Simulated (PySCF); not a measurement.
# Excited states of Ar (argon, neutral)

Ground state [Ar], ¹S. All numbers are calculated (PySCF 2.14, the non-relativistic Hamiltonian (point nucleus), in aug-cc-pV(T+d)Z (6s5p4d2f, 55 functions)). Vertical excitation energies in eV without spin-orbit coupling; excited terms of each kind are numbered among those the solver found. Frozen: [Ne].

| term | leading excitation | EOM-EE-CCSD |
| --- | --- | --- |
| 1 3P° | 3p → s | 12.178 |
| 1 1P° | 3p → s | 12.524 |
| 1 3S | 3p → p | 13.154 |
| 1 3D | 3p → p | 13.522 |
| 1 1D | 3p → p | 13.633 |
| 1 1P | 3p → p | 13.731 |
| 1 3P | 3p → p | 13.732 |
| 1 1S | 3p → p | 14.349 |
| 2 3P° | 3p → d | 15.541 |
| 1 3F° | 3p → d | 16.161 |
| 1 1D° | 3p → d | 16.985 |
| 1 1F° | 3p → d | 17.019 |

Only the lower part of the computed list is shown. The solver can miss terms. Rydberg members are limited by the diffuse functions of the basis.
